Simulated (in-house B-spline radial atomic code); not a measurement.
Results of a calculation; reference values are marked as such.
**C6 from the polarisability at imaginary frequency: Sb3+**

wB97X linear response of the closed shell [Kr] 4d10 5s2, from a B-spline radial code for spherical atoms; scalar-relativistic (spin-free one-electron X2C), finite nucleus, no spin-orbit coupling; shells from n = 3 respond.

The dispersion coefficient of two like species is C6 = (3/π) ∫ α(iu)² du from 0 to ∞.

| u (hartree) | α(iu) (bohr³) |
| --- | --- |
| 0 | 10.83 |
| 0.24 | 8.713 |
| 0.56 | 5.184 |
| 0.96 | 3.196 |
| 1.6 | 1.964 |
| 2.4 | 1.284 |
| 3.6 | 0.7843 |
| 5.6 | 0.4198 |
| 8 | 0.2417 |
| 12 | 0.1263 |
| 20 | 0.05567 |
| 40 | 0.01809 |

**Question.** Fit one oscillator, α(iu) = α(0)/(1 + u²/ω²), through u = 0.24 and estimate C6.

**Answer.** From α(0)/α(iu) − 1 = 10.83/8.713 − 1 = 0.2430, ω = u/√0.2430 = 0.4869 hartree (13.2 eV). London's formula gives C6 = (3/4) α(0)² ω = 0.75 × 10.83² × 0.4869 = 42.83 hartree·bohr⁶, and the oscillator holds f = α(0) ω² = 2.57 electrons, of a sum of oscillator strengths of 41.4.

**Question.** How does that compare with the full integral?

**Answer.** The program's quadrature over all excitations gives C6 = 52.01, so the single oscillator is off by -17.6 %. At the last point the fit gives α = 0.0016 against 0.0181: higher excitations, and deeper shells where there are any, keep the true curve higher at large u.
